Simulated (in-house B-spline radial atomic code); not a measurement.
A calculation on neutral nickel: its settings, and results tabulated from the run. Level of theory: non-relativistic Hartree-Fock, average of configuration, point nucleus, inside a hard spherical wall at 7.59 bohr; calculated with a radial B-spline atomic code at the basis-set limit.

Command:
```bash
python run_scf.py task.json out
```
Settings:
```
Z                28
configuration    [Ar] 3d8 4s2
hamiltonian      nr
method           hf
spin_polarised   False
wall_radius      7.59
```

Output (hartree, bohr):
```
 radial grid: 44 intervals, B-splines of order 8, outer radius 7.59 bohr

 iter        energy (Eh)    residual
    1      -1505.2862732    4.13e-01
    2      -1505.7495857    1.89e-01
    3      -1506.8062269    1.43e-02
    4      -1506.8095986    5.81e-03
    5      -1506.8098490    4.85e-04
    6      -1506.8098610    2.32e-04
    7      -1506.8098632    1.58e-04
    8      -1506.8098641    3.69e-05
    9      -1506.8098641    2.01e-06
   10      -1506.8098641    1.76e-07

 total energy                    -1506.809864
 kinetic                           1506.86045
 electron-nucleus                 -3600.40512
 electron-electron                  586.73481

 orbital      occ     eigenvalue          <r>       <r^2>       <1/r>       <r^4>       r_max
 1s         2.000     -305.61403     0.054807  0.00402652     27.5163 4.14321e-05     0.03616
 2s         2.000      -37.91393     0.247016   0.0719208     5.98314  0.00898639      0.2069
 2p         6.000      -32.93761     0.216261   0.0572962     5.91236  0.00663088      0.1662
 3s         2.000       -4.88091     0.748707    0.646304     1.87699     0.67633      0.6471
 3p         6.000       -3.27005     0.785244    0.726761     1.74241    0.931991      0.6532
 3d         8.000       -0.68402     0.967757     1.22533     1.38119     3.98712      0.6385
 4s         2.000       -0.26959      2.94726     9.93964     0.42749     155.289       2.406
```

Run time, properties included: 0.05 s on 1 thread of Arm Neoverse V2 (shared host).
